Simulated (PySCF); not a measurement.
C2H6Bi, charge +1, singlet, at a GFN2-xTB geometry (such geometries of metal compounds can be far from the true shape) (core potentials on Bi), with bond 8-6 at 1.5 times its length; HF/def2-SV(P) (PySCF).

PySCF was given this input:
```python
from pyscf import gto, scf

mol = gto.M(
    atom='''
Bi    0.15849311    0.10790182    0.21239339
C     0.52118305   -0.24898510   -1.92464095
H     0.98888105   -1.23149384   -1.99671150
H     1.21958302    0.46118616   -2.34720890
H    -0.39610693   -0.28846732   -2.49484116
C    -1.88803974   -0.68156838    0.09294414
H    -2.01900144   -1.35573395   -0.74159636
H    -2.86366931    0.60559983   -0.16624249
H    -2.20868459   -1.13456466    1.02173404
''',
    basis='def2-sv(p)',
    ecp={'Bi': 'def2-sv(p)'},
    charge=1,
    verbose=5,
)

mf = scf.RHF(mol)
mf.kernel()
mo_i, mo_e, stable_i, stable_e = mf.stability(internal=True, external=True, return_status=True, nroots=6, tol=1e-6)
print('internally stable:', stable_i, ' externally stable:', stable_e)
if not stable_e:
    umf = mf.to_uhf() if not hasattr(mf, 'xc') else mf.to_uks()
    umf.scf_summary = {}
    umf.kernel(umf.make_rdm1(mo_e, umf.mo_occ))
```

What the program printed (banner, timings and long lists left out):

```
PySCF version 2.14.0

[INPUT] verbose = 5
[INPUT] max_memory = 4000
[INPUT] num. atoms = 9
[INPUT] num. electrons = 40
[INPUT] charge = 1
[INPUT] spin (= nelec alpha-beta = 2S) = 0
[INPUT] symmetry False subgroup None
[INPUT] Mole.unit = angstrom
[INPUT] Symbol           X                Y                Z      unit          X                Y                Z       unit  Magmom
[...]
[INPUT] ---------------- BASIS SET ----------------
[INPUT] l, kappa, [nprim/nctr], expnt,             c_1 c_2 ...
[INPUT] C
[...]
                                186.29004992      0.040638409211
                                42.251176346      0.18025593888
                                11.676557932      0.46315121755
                                3.5930506482      0.44087173314
[...]
                                2.0103545142      0.21117025112
                                0.54771004707     0.51328172114
[...]
[INPUT] Bi
[...]
                                1.5317838545      0.31054408682
[...]
                                19.820147783      -0.1462446125
                                14.960110102      0.37435719885
                                6.7065785571      -0.68476017748
                                1.7391967524      0.90967322081
                                0.94504730591     0.38695797807
[...]
                                7.1992185915      -0.37994608603
                                1.5359697528      0.53268032065
                                0.72201275727     0.23037698678
[...]
                                7.0956896087      -0.065954380016
                                2.3363137007      0.33707163406
                                1.1208861366      0.49128719933
                                0.50309487376     0.29095930644
[...]
[INPUT] H
[...]
                                1.9622572         0.13796524
                                0.44453796        0.47831935
[...]
nuclear repulsion = 123.20419996196
number of shells = 34
number of NR pGTOs = 133
number of NR cGTOs = 66
basis = def2-sv(p)
ecp = {'Bi': 'def2-sv(p)'}

******** <class 'pyscf.scf.hf.RHF'> ********
method = RHF
initial guess = minao
damping factor = 0
level_shift factor = 0
DIIS = <class 'pyscf.scf.diis.CDIIS'>
diis_start_cycle = 1
diis_space = 8
diis_damp = 0
SCF conv_tol = 1e-09
SCF conv_tol_grad = None
SCF max_cycles = 50
direct_scf = True
direct_scf_tol = 1e-13
Set gradient conv threshold to 3.16228e-05
Initial guess from minao.
[...]
converged SCF energy = -292.34634073757
<class 'pyscf.scf.hf.RHF'> wavefunction is stable in the internal stability analysis
<class 'pyscf.scf.hf.RHF'> wavefunction is stable in the real -> complex stability analysis
[...]
    2     ->     3
    1     ->     4
davidson 4 14  |r|= 0.234  e= [0.08839042 0.16911733 0.20225693 0.28983148 0.29814262 0.36678145]  max|de|= 0.367  lindep= 0.891
Old state -> New state
    2     ->     1
    1     ->     2
    4     ->     3
    5     ->     4
    2     ->     5
davidson 5 20  |r|= 0.158  e= [0.02652309 0.04984186 0.11707061 0.13736403 0.23611157 0.2730322 ]  max|de|= 0.236  lindep= 0.901
Old state -> New state
    3     ->     2
    2     ->     3
    4     ->     5
davidson 6 26  |r|= 0.168  e= [0.0119228  0.03197158 0.10333961 0.11479997 0.15871963 0.21815054]  max|de|= -0.0774  lindep= 0.907
davidson 7 32  |r|= 0.0725  e= [0.00942853 0.03057481 0.10084858 0.1135957  0.126132   0.19279799]  max|de|= -0.0326  lindep= 0.91
davidson 8 6  |r|= 0.0725  e= [0.00942853 0.03057481 0.10084858 0.1135957  0.126132   0.19279799]  max|de|= 7.91e-16  lindep= 0.995
davidson 9 12  |r|= 0.0439  e= [0.00931    0.03050371 0.10058854 0.11342126 0.12362358 0.19048763]  max|de|= -0.00251  lindep= 0.878
davidson 10 18  |r|= 0.0231  e= [0.00929649 0.03049605 0.10054305 0.11338965 0.12316551 0.18944922]  max|de|= -0.00104  lindep= 0.825
[...]
davidson 11 24  |r|= 0.012  e= [0.00929518 0.03049538 0.10053692 0.11338575 0.12307839 0.18917519]  max|de|= -0.000274  lindep= 0.873
[...]
davidson 12 29  |r|= 0.00632  e= [0.00929512 0.03049537 0.10053637 0.11338537 0.12307011 0.18912751]  max|de|= -4.77e-05  lindep= 0.82
davidson 13 6  |r|= 0.00632  e= [0.00929512 0.03049537 0.10053637 0.11338537 0.12307011 0.18912751]  max|de|= 1.68e-15  lindep= 0.996
[...]
davidson 14 8  |r|= 0.00525  e= [0.00929512 0.03049537 0.10053635 0.11338535 0.12306956 0.18911717]  max|de|= -1.03e-05  lindep= 0.72
davidson 15 9  |r|= 0.00336  e= [0.00929512 0.03049537 0.10053635 0.11338535 0.12306955 0.18910895]  max|de|= -8.22e-06  lindep= 0.705
davidson 16 10  |r|= 0.00183  e= [0.00929512 0.03049537 0.10053635 0.11338535 0.12306955 0.1891047 ]  max|de|= -4.25e-06  lindep= 0.792
davidson 17 11  |r|= 0.00126  e= [0.00929512 0.03049537 0.10053635 0.11338535 0.12306955 0.18910319]  max|de|= -1.51e-06  lindep= 0.729
[...]
converged 18 12  |r|= 0.000633  e= [0.00929512 0.03049537 0.10053634 0.11338535 0.12306955 0.18910246]  max|de|= -7.3e-07
rhf_external: lowest eigs of H = [0.00929512 0.03049537 0.10053634 0.11338535 0.12306955 0.18910246]
<class 'pyscf.scf.hf.RHF'> wavefunction is stable in the RHF/RKS -> UHF/UKS stability analysis
internally stable: True  externally stable: True
```
